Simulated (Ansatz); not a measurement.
`CC[SiH2]PO`, charge 0, multiplicity 1.

Problem. Give a relaxed structure at PBE0-D4/def2-TZVP (Ansatz). (Best estimate.)

Solution. Ansatz gave: 
Cartesian coordinates in Å:
```
C 1.079 0.933 -0.996
C 0.558 1.016 0.434
Si -1.172 0.326 0.668
P -1.344 -1.839 0.035
O 0.146 -2.361 0.584
H 2.069 1.388 -1.086
H 1.163 -0.105 -1.325
H 0.417 1.448 -1.697
H 1.220 0.471 1.114
H 0.547 2.055 0.785
H -1.579 0.430 2.097
H -2.174 1.057 -0.162
H -1.004 -1.544 -1.320
H 0.074 -3.275 0.869
```
This is one stationary point; other conformers may exist.
